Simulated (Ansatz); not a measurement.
Start from `[OH][Al]([OH])[SeH]` and change one atom or group to get `C[CH2][Al]([OH])[OH]`.

Ansatz, PBE0-D4/def2-TZVP geometries, multiplicity 1. Each molecule was computed in one conformer, which needn't be the lowest.

Scalar relativity is left out up to krypton.

```
                                        property  `[OH][Al]([OH])[SeH]`
              HOMO energy (PBE0/def2-TZVPP) / eV                  -7.39
             HOMO–LUMO gap (PBE/def2-TZVPP) / eV                   4.77
         HOMO–LUMO gap (ωB97M-V/def2-TZVPP) / eV                  10.49
           HOMO–LUMO gap (B3LYP/def2-TZVPP) / eV                   6.20
size of the dipole moment (B3LYP/def2-TZVPP) / D                   1.38
               LUMO energy (PBE/def2-TZVPP) / eV                  -1.45
```

Q: What does the change do to each property? (Best estimate.)

A: Computed: 
```json
{"property": "HOMO energy (PBE0/def2-TZVPP) / eV", "`C[CH2][Al]([OH])[OH]`": "-7.78", "shift": "-0.39"}
{"property": "HOMO–LUMO gap (PBE/def2-TZVPP) / eV", "`C[CH2][Al]([OH])[OH]`": "5.57", "shift": "0.80"}
{"property": "HOMO–LUMO gap (ωB97M-V/def2-TZVPP) / eV", "`C[CH2][Al]([OH])[OH]`": "11.45", "shift": "0.96"}
{"property": "HOMO–LUMO gap (B3LYP/def2-TZVPP) / eV", "`C[CH2][Al]([OH])[OH]`": "7.19", "shift": "0.99"}
{"property": "size of the dipole moment (B3LYP/def2-TZVPP) / D", "`C[CH2][Al]([OH])[OH]`": "1.41", "shift": "0.03"}
{"property": "LUMO energy (PBE/def2-TZVPP) / eV", "`C[CH2][Al]([OH])[OH]`": "-0.88", "shift": "0.57"}
```

With PBE0 the HOMO falls by 0.39 eV and the LUMO rises by 0.56 eV, so the gap widens by about 0.95 eV. PBE moves the HOMO by -0.25 eV and ωB97M-V by -0.51 eV. The zero-point energy changes by 148.7 kJ/mol with +15 modes. Dipoles are sizes alone; their direction can turn.

B3LYP here is the variant with VWN-RPA as its local correlation; programs differ in this.

Spin–orbit coupling is left out; it splits and shifts lone-pair levels of the heavy atoms by tenths of an eV.
